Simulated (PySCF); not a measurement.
Structure with atom numbers: `[CH:1]#[C:2][C@:3]1([CH3:4])[CH2:5][CH2:6][NH:7]1` (H(Xn): hydrogen on atom n). Ha(C5), Ha(C6) are pro-R; Hb(C5), Hb(C6) are pro-S.

Theory: coordinates at the GFN2-xTB level, NMR shieldings at PBE0/pcSseg-1/GIAO, in PySCF 2.14 (one conformer, non-relativistic Hamiltonian, no solvent, equivalent nuclei averaged).

δ = σ(ref) − σ, references computed at the same level: $^{13}$C against TMS.

Question: Do the $^{13}$C shifts follow the atomic charges (in e)? Tabulate both.

Answer: 
| atoms | hybridisation | δ (ppm) | σ para (ppm) | Hirshfeld | IAO | Mulliken | ESP-fitted |
| --- | --- | --- | --- | --- | --- | --- | --- |
| C2 | sp | 95.1 | -170 | -0.04 | -0.05 | +0.45 | -0.16 |
| C1 | sp | 79.0 | -150 | -0.12 | -0.26 | -0.39 | -0.41 |
| C3 | sp3 | 54.9 | -108 | +0.07 | +0.13 | -0.42 | +0.83 |
| C6 | sp3 | 43.3 | -103 | -0.03 | -0.15 | -0.00 | +0.35 |
| C5 | sp3 | 34.8 | -97 | -0.07 | -0.27 | -0.16 | -0.55 |
| C4 | sp3 | 34.2 | -91 | -0.12 | -0.42 | -0.10 | -0.80 |

Correlation coefficients of δ with charge over these carbons: Hirshfeld +0.03, IAO +0.40, Mulliken +0.39, ESP-fitted +0.12; with the paramagnetic shielding -0.99. Among the 4 sp3 carbons alone: Hirshfeld +0.97, IAO +0.97, Mulliken -0.70, ESP-fitted +0.96. With so few points, grouped by hybridisation, these coefficients are fragile. Charge is one influence among several: hybridisation and low-lying excitations act through the paramagnetic term.

Shifts are as computed. Against solution values, carbons near 30 ppm lie about +3 ppm off and those near 130 ppm about +5 ppm. Of 1211 compounds with measured shifts, 218 miss one by over three times the rms of a fit or turn the order of signals round; such compounds aren't used in these exercises.
